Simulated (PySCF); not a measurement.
Spinor energies of Ni³⁺ (nickel, charge +3)

Start: [Ar] 3d6 4s1; 3d3/2 filled at m_j = +3/2; 3d5/2 filled at m_j = -3/2, -1/2, +1/2, +3/2, +5/2; 4s1/2 filled at m_j = +1/2. Calculated with PySCF 2.14 in x2c-TZVPall-2c with one added diffuse shell each of s, p, d type (7s8p5d1f, 63 functions): generalised Hartree-Fock with the X2C-1e Hamiltonian and a Gaussian nucleus; one run each with spin-orbit coupling (SO) switched off, then screened by Boettger's factors. This is a chosen level, not necessarily the ground level.

```json
{"spinor shell": "1s1/2", "electrons": "2", "ε, spin-free (eV)": "-8453.3", "ε, screened SO (eV)": "-8453.1", "weight of nominal j (screened SO)": "1.000", "rms radius, screened SO (bohr)": "0.0624"}
{"spinor shell": "2s1/2", "electrons": "2", "ε, spin-free (eV)": "-1103.1", "ε, screened SO (eV)": "-1103.1", "weight of nominal j (screened SO)": "1.000", "rms radius, screened SO (bohr)": "0.265"}
{"spinor shell": "2p1/2", "electrons": "2", "ε, spin-free (eV)": "-952.09", "ε, screened SO (eV)": "-964.66", "weight of nominal j (screened SO)": "0.987", "rms radius, screened SO (bohr)": "0.236"}
{"spinor shell": "2p3/2", "electrons": "4", "ε, spin-free (eV)": "-952.09", "ε, screened SO (eV)": "-945.92", "weight of nominal j (screened SO)": "0.993", "rms radius, screened SO (bohr)": "0.239"}
{"spinor shell": "3s1/2", "electrons": "2", "ε, spin-free (eV)": "-185.26", "ε, screened SO (eV)": "-185.24", "weight of nominal j (screened SO)": "1.000", "rms radius, screened SO (bohr)": "0.781"}
{"spinor shell": "3p3/2", "electrons": "4", "ε, spin-free (eV)": "-137.97", "ε, screened SO (eV)": "-136.96", "weight of nominal j (screened SO)": "0.829", "rms radius, screened SO (bohr)": "0.824"}
{"spinor shell": "3p1/2", "electrons": "2", "ε, spin-free (eV)": "-137.97", "ε, screened SO (eV)": "-140.00", "weight of nominal j (screened SO)": "0.657", "rms radius, screened SO (bohr)": "0.820"}
{"spinor shell": "3d5/2", "electrons": "5", "ε, spin-free (eV)": "-69.473", "ε, screened SO (eV)": "-70.660", "weight of nominal j (screened SO)": "0.583", "rms radius, screened SO (bohr)": "0.927"}
{"spinor shell": "3d3/2", "electrons": "1", "ε, spin-free (eV)": "-69.473", "ε, screened SO (eV)": "-63.578", "weight of nominal j (screened SO)": "0.785", "rms radius, screened SO (bohr)": "0.957"}
{"spinor shell": "4s1/2", "electrons": "1", "ε, spin-free (eV)": "-40.034", "ε, screened SO (eV)": "-40.032", "weight of nominal j (screened SO)": "1.000", "rms radius, screened SO (bohr)": "2.38"}
```

| quantity | spin-free | screened SO |
| --- | --- | --- |
| E (hartree) | -1516.53716 | -1516.57368 |
| M_J | 9/2 | 9/2 |
| ⟨J²⟩ | 24.755 | 24.755 |
| ⟨L²⟩ | 6.003 | 6.017 |
| ⟨S²⟩ | 8.751 | 8.743 |

Each row is a mean over spinors that exchange with the open shell spreads, by up to 18.999 eV (3p3/2).

Rows whose weight is well below 1 are mixtures of j = l ± 1/2: exchange outweighs spin-orbit coupling there, and the label is only the starting occupation.

Without spin-orbit coupling the j labels of p, d and f shells carry no meaning; the spin-free column gives the mean over the occupied spinors of each nl shell.
